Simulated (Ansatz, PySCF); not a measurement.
Ga(Me)2 (C2H6Ga), SMILES [Ga]([CH3])[CH3], multiplicity 2. Atoms are numbered in the order given.

```xyz
9

Ga     0.1534     0.3409     0.2466
C      0.8701     0.1478    -1.6318
H      0.8774    -0.9247    -1.8940
H      1.8821     0.5564    -1.7587
H      0.1816     0.6641    -2.3234
C     -1.7058    -0.3693     0.5898
H     -1.7203    -1.4448     0.3410
H     -2.4079     0.1478    -0.0875
H     -2.0414    -0.2351     1.6274
```
Charge 0, spin multiplicity 2.

Geometry: B3LYP-D3(BJ)/def2-SVP. The multiplicity is an assumed one; other spin states were not compared. The isomer is the one that the SMILES or the coordinates give; other isomers of the formula were not compared.

Two levels are set side by side: PBE-D3(BJ)/def2-SVP (Ansatz, an electronic-structure program) and B3LYP-D3(BJ)/def2-SVP (Ansatz). Each level has its own optimised geometry; the coordinates shown are those of the second. Frequencies come from the Hessian of PySCF at each geometry. Differences are taken from unrounded values.

```csv
quantity,B3LYP-D3(BJ)
mean bond length (Å),1.332
bond Ga1–C2 (Å),2.020
bond Ga1–C6 (Å),2.020
bond C2–H3 (Å),1.104
bond C2–H4 (Å),1.099
bond C2–H5 (Å),1.104
bond C6–H7 (Å),1.104
bond C6–H8 (Å),1.104
bond C6–H9 (Å),1.099
highest harmonic wavenumber (cm⁻¹),3146
mean harmonic wavenumber (cm⁻¹),1443
zero-point energy (kcal/mol),43.32
```

Q: What does PBE-D3(BJ) give, and how far is it from B3LYP-D3(BJ)? (The exact figures need the calculation; the answer reports its results.)

A: 
| quantity | PBE-D3(BJ) | PBE-D3(BJ) minus B3LYP-D3(BJ) |
|---|---|---|
| mean bond length (Å) | 1.336 | 0.005 |
| bond Ga1–C2 (Å) | 2.017 | -0.002 |
| bond Ga1–C6 (Å) | 2.017 | -0.002 |
| bond C2–H3 (Å) | 1.111 | 0.007 |
| bond C2–H4 (Å) | 1.106 | 0.007 |
| bond C2–H5 (Å) | 1.111 | 0.007 |
| bond C6–H7 (Å) | 1.111 | 0.007 |
| bond C6–H8 (Å) | 1.111 | 0.007 |
| bond C6–H9 (Å) | 1.106 | 0.007 |
| highest harmonic wavenumber (cm⁻¹) | 3099 | -46 |
| mean harmonic wavenumber (cm⁻¹) | 1409 | -35 |
| zero-point energy (kcal/mol) | 42.29 | -1.04 |

Exact exchange shortens and stiffens bonds; PBE has none. Differences between two approximate levels are no errors against the true value.
